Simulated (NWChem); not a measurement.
Program: NWChem. System: GeS, charge 0, spin multiplicity 1, at a geometry optimised with PBE0/def2-SVP. The structure started from a generated list of species. Level: RHF/def2-TZVP.

Input file:

```
start mol
memory heap 200 mb stack 900 mb global 1100 mb
geometry units angstroms nocenter noautoz
  Ge     0.000000     0.000000     0.672680
  S      0.000000     0.000000    -1.345359
  symmetry group C2v
end
basis spherical
  * library def2-tzvp
end
scf
  rhf
  nopen 0
  maxiter 100
  thresh 1e-7
  semidirect memsize 60000000 filesize 0
end
task scf energy
```

Part of the output:

```
             Northwest Computational Chemistry Package (NWChem) 7.3.0
             --------------------------------------------------------

                                NWChem Input Module
                                -------------------

 Scaling coordinates for geometry "geometry" by  1.889725989
 (inverse scale =  0.529177249)

 Turning off AUTOSYM since
 SYMMETRY directive was detected!

                             Geometry "geometry" -> ""
                             -------------------------

 Output coordinates in angstroms (scale by  1.889725989 to convert to a.u.)

  No.       Tag          Charge          X              Y              Z
 ---- ---------------- ---------- -------------- -------------- --------------
    1 Ge                  32.0000     0.00000000     0.00000000     0.67268000
    2 S                   16.0000     0.00000000     0.00000000    -1.34535900

 Effective nuclear repulsion energy (a.u.)     134.2584318181

            Nuclear Dipole moment (a.u.)
            ----------------------------
        X                 Y               Z
 ---------------- ---------------- ----------------
     0.0000000000     0.0000000000     0.0000302356

      Symmetry information
      --------------------

 Group name             C2v
 Group number             16
 Group order               4
 No. of unique centers     2

      Symmetry unique atoms

     1    2


 Summary of "ao basis" -> "" (spherical)
 ------------------------------------------------------------------------------
       Tag                 Description            Shells   Functions and Types
 ---------------- ------------------------------  ------  ---------------------
 *                         def2-tzvp                  on all atoms

 Summary of "ao basis" -> "ao basis" (spherical)
 ------------------------------------------------------------------------------
       Tag                 Description            Shells   Functions and Types
 ---------------- ------------------------------  ------  ---------------------
 Ge                        def2-tzvp                16       48   6s5p4d1f
 S                         def2-tzvp                13       37   5s5p2d1f

                                 NWChem SCF Module
                                 -----------------

  ao basis        = "ao basis"
  functions       =    85
  atoms           =     2
  closed shells   =    24
  open shells     =     0
  charge          =   0.00
  wavefunction    = RHF
  use symmetry    = T
  symmetry adapt  = T

 Summary of "ao basis" -> "ao basis" (spherical)
 ------------------------------------------------------------------------------
       Tag                 Description            Shells   Functions and Types
 ---------------- ------------------------------  ------  ---------------------
 Ge                        def2-tzvp                16       48   6s5p4d1f
 S                         def2-tzvp                13       37   5s5p2d1f

      Symmetry analysis of basis
      --------------------------

        a1         37
        a2          8
        b1         20
        b2         20

 Forming initial guess at       0.0s

      Superposition of Atomic Density Guess
      -------------------------------------

 Sum of atomic energies:       -2472.78556368

      Non-variational initial energy
      ------------------------------

 Total energy =   -2472.965440
 1-e energy   =   -3712.374260
 2-e energy   =    1105.150388
 HOMO         =      -0.285290
 LUMO         =      -0.037543

      Symmetry analysis of molecular orbitals - initial
      -------------------------------------------------

 !! scf_movecs_sym_adapt:   56 vectors were symmetry contaminated

  Symmetry fudging

 !! scf_movecs_sym_adapt:   52 vectors were symmetry contaminated

  Numbering of irreducible representations:

     1 a1          2 a2          3 b1          4 b2

  Orbital symmetries:

     1 a1          2 a1          3 a1          4 a1          5 b1
     6 b2          7 a1          8 a1          9 a1         10 b2
    11 b1         12 a1         13 b2         14 b1         15 a1
    16 b2         17 b1         18 a2         19 a1         20 a1
    21 a1         22 b1         23 b2         24 a1         25 b1
    26 b2         27 a1         28 a1         29 a1         30 a2
    31 a1         32 b1         33 b2         34 a1

 Starting SCF solution at       1.0s

 ----------------------------------------------
         Quadratically convergent ROHF

 Convergence threshold     :          1.000E-07
 Maximum no. of iterations :          100
 Final Fock-matrix accuracy:          1.000E-09
 ----------------------------------------------

              iter       energy          gnorm     gmax       time
             ----- ------------------- --------- --------- --------
                 1    -2472.8890028920  7.01D-01  2.29D-01      1.0
                 2    -2472.9391038708  1.73D-01  5.75D-02      1.0
                 3    -2472.9425686467  4.66D-03  1.79D-03      1.1
                 4    -2472.9425713153  1.78D-05  6.45D-06      1.1
                 5    -2472.9425713154  5.03D-09  1.81D-09      1.2

       Final RHF  results
       ------------------

         Total SCF energy =  -2472.942571315361
      One-electron energy =  -3712.811678598558
      Two-electron energy =   1105.610675465058
 Nuclear repulsion energy =    134.258431818139

        Time for solution =      0.2s

       Symmetry analysis of molecular orbitals - final
       -----------------------------------------------

  Numbering of irreducible representations:

     1 a1          2 a2          3 b1          4 b2

  Orbital symmetries:

     1 a1          2 a1          3 a1          4 b2          5 b1
     6 a1          7 a1          8 a1          9 a1         10 b1
    11 b2         12 b2         13 b1         14 a1         15 a1
    16 a2         17 b2         18 b1         19 a1         20 a1
    21 a1         22 a1         23 b1         24 b2         25 b2
    26 b1         27 a1         28 a1         29 a2         30 a1
    31 b2         32 b1         33 a1         34 a1

             Final eigenvalues
             -----------------

              1
    1 -405.2749
    2  -91.9339
    3  -52.1822
    4  -46.2691
    5  -46.2691
    6  -46.2670
    7   -8.9390
    8   -7.2250
    9   -6.6194
   10   -6.6186
   11   -6.6186
   12   -5.1987
   13   -5.1987
   14   -5.1928
   15   -1.6745
   16   -1.6745
   17   -1.6669
   18   -1.6669
   19   -1.6669
   20   -0.9248
   21   -0.5828
   22   -0.3809
   23   -0.3749
   24   -0.3749
   25    0.0219
   26    0.0219
   27    0.1567
   28    0.2890
   29    0.2890
   30    0.3062
   31    0.3313
   32    0.3313
   33    0.3491
   34    0.3960

                       ROHF Final Molecular Orbital Analysis
                       -------------------------------------

 Vector   22  Occ=2.000000D+00  E=-3.808781D-01  Symmetry=a1
              MO Center=  6.0D-15,  1.8D-14,  7.2D-02, r^2= 3.4D+00
   Bfn.  Coefficient  Atom+Function         Bfn.  Coefficient  Atom+Function
  ----- ------------  ---------------      ----- ------------  ---------------
     6      0.465180  1 Ge s                 65     -0.366361  2 S  pz
    18      0.362668  1 Ge pz                68     -0.257280  2 S  pz
     5      0.205637  1 Ge s                 21      0.205589  1 Ge pz
    62     -0.166113  2 S  pz                12     -0.159610  1 Ge pz

 Vector   23  Occ=2.000000D+00  E=-3.749359D-01  Symmetry=b1
              MO Center=  2.0D-16,  1.6D-30, -9.4D-01, r^2= 2.0D+00
   Bfn.  Coefficient  Atom+Function         Bfn.  Coefficient  Atom+Function
  ----- ------------  ---------------      ----- ------------  ---------------
    63      0.450861  2 S  px                66      0.311830  2 S  px
    60      0.198253  2 S  px                16      0.193032  1 Ge px
    19      0.176508  1 Ge px                54     -0.161622  2 S  px

 Vector   24  Occ=2.000000D+00  E=-3.749359D-01  Symmetry=b2
              MO Center=  1.0D-29,  8.4D-15, -9.4D-01, r^2= 2.0D+00
   Bfn.  Coefficient  Atom+Function         Bfn.  Coefficient  Atom+Function
  ----- ------------  ---------------      ----- ------------  ---------------
    64      0.450861  2 S  py                67      0.311830  2 S  py
    61      0.198253  2 S  py                17      0.193032  1 Ge py
    20      0.176508  1 Ge py                55     -0.161622  2 S  py

 Vector   25  Occ=0.000000D+00  E= 2.191541D-02  Symmetry=b2
              MO Center= -2.0D-29,  2.0D-15,  4.5D-01, r^2= 3.8D+00
   Bfn.  Coefficient  Atom+Function         Bfn.  Coefficient  Atom+Function
  ----- ------------  ---------------      ----- ------------  ---------------
    20      0.790853  1 Ge py                67     -0.386307  2 S  py
    17      0.325061  1 Ge py                64     -0.202918  2 S  py
    11     -0.161110  1 Ge py

 Vector   26  Occ=0.000000D+00  E= 2.191541D-02  Symmetry=b1
              MO Center=  2.3D-14, -1.3D-30,  4.5D-01, r^2= 3.8D+00
   Bfn.  Coefficient  Atom+Function         Bfn.  Coefficient  Atom+Function
  ----- ------------  ---------------      ----- ------------  ---------------
    19      0.790853  1 Ge px                66     -0.386307  2 S  px
    16      0.325061  1 Ge px                63     -0.202918  2 S  px
    10     -0.161110  1 Ge px

 Vector   27  Occ=0.000000D+00  E= 1.566668D-01  Symmetry=a1
              MO Center= -8.6D-17, -5.8D-17,  2.4D-01, r^2= 6.4D+00
   Bfn.  Coefficient  Atom+Function         Bfn.  Coefficient  Atom+Function
  ----- ------------  ---------------      ----- ------------  ---------------
    53      1.850296  2 S  s                 21      1.806924  1 Ge pz
     6     -1.676528  1 Ge s                 68      1.174927  2 S  pz
    65      0.274909  2 S  pz                18      0.181149  1 Ge pz

 center of mass
 --------------
 x =   0.00000000 y =   0.00000000 z =   0.11977640

 moments of inertia (a.u.)
 ------------------
         324.585733382084           0.000000000000           0.000000000000
           0.000000000000         324.585733382084           0.000000000000
           0.000000000000           0.000000000000           0.000000000000

  Mulliken analysis of the total density
  --------------------------------------

    Atom       Charge   Shell Charges
 -----------   ------   -------------------------------------------------------
    1 Ge  32    31.58   2.00  2.00  1.17  0.78  1.01  0.88  5.98  4.41  1.58  0.92  0.67  8.92  1.09  0.03  0.11  0.02
    2 S   16    16.42   2.01  0.49  1.48  1.06  0.82  4.18  1.69  0.86  2.35  1.42  0.01  0.04  0.00

       Multipole analysis of the density wrt the origin
       ------------------------------------------------

     L   x y z        total         open         nuclear
     -   - - -        -----         ----         -------
     0   0 0 0     -0.000000      0.000000     48.000000

     1   1 0 0     -0.000000      0.000000      0.000000
     1   0 1 0     -0.000000      0.000000      0.000000
     1   0 0 1      1.113480      0.000000      0.000030

     2   2 0 0    -22.043294      0.000000      0.000000
     2   1 1 0      0.000000      0.000000      0.000000
     2   1 0 1     -0.000000      0.000000      0.000000
     2   0 2 0    -22.043294      0.000000      0.000000
     2   0 1 1      0.000000      0.000000      0.000000
     2   0 0 2    -24.565959      0.000000    155.126325

 Task  times  cpu:        1.2s     wall:        1.2s

 Total times  cpu:        1.2s     wall:        1.2s
```
